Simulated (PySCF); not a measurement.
C4H9OPSi.
SMILES: `C=CP([SiH3])C(C)=O`

The closed-shell SCF was solved with PySCF and density fitting under several settings on one GFN2-xTB geometry (grid level 2 and gas phase unless stated).

```csv
settings,basis functions,SCF cycles,E (Eh),HOMO (eV),LUMO (eV),dipole (D)
PBE0/pcSseg-1,178,14,-863.3011,-6.85,-1.09,1.81
wB97X-D/def2-SVPD,223,15,-863.4373,-8.62,0.60,1.91
```

Task: Estimate the rows for these settings: (1) PBE0/6-311+G(2d,p), IEF-PCM tetrahydrofuran, level shift 0.2 Eh; (2) HF/STO-3G, IEF-PCM acetone, grid level 4.

Result: 
| settings | basis functions | SCF cycles | E (Eh) | HOMO (eV) | LUMO (eV) | dipole (D) |
| --- | --- | --- | --- | --- | --- | --- |
| PBE0/6-311+G(2d,p), IEF-PCM tetrahydrofuran, level shift 0.2 Eh | 259 | 13 | -863.4466 | -6.84 | -1.17 | 2.47 |
| HF/STO-3G, IEF-PCM acetone, grid level 4 | 52 | 10 | -851.1822 | -6.56 | 7.96 | 1.99 |

Task: Over all rows, what range does the HOMO–LUMO gap span?

Result: From 5.67 eV (PBE0/6-311+G(2d,p), IEF-PCM tetrahydrofuran, level shift 0.2 Eh) to 14.52 eV (HF/STO-3G, IEF-PCM acetone, grid level 4). The functional of the narrowest has 25 % exact exchange, that of the widest 100 % exact exchange.

Task: And the dipole moment?

Result: From 1.81 D (PBE0/pcSseg-1) to 2.47 D (PBE0/6-311+G(2d,p), IEF-PCM tetrahydrofuran, level shift 0.2 Eh); the largest is 1.36 times the smallest, and the median is 1.95 D.

wB97X-D ran without the empirical dispersion term, which would shift the total energy alone. Cycle counts include a coarse-grid stage where the run had one. All basis functions are spherical, in the Pople sets too. At HF/STO-3G the closed-shell solution lies near or past a triplet instability. Geometry: GFN2-xTB, one conformer.

Conformer computed: `[CH2:1]=[CH:2][P:3]([SiH3:4])[C:5]([CH3:6])=[O:7]`: C1–C2–P3–Si4 -81°, C2–P3–C5–C6 180°.
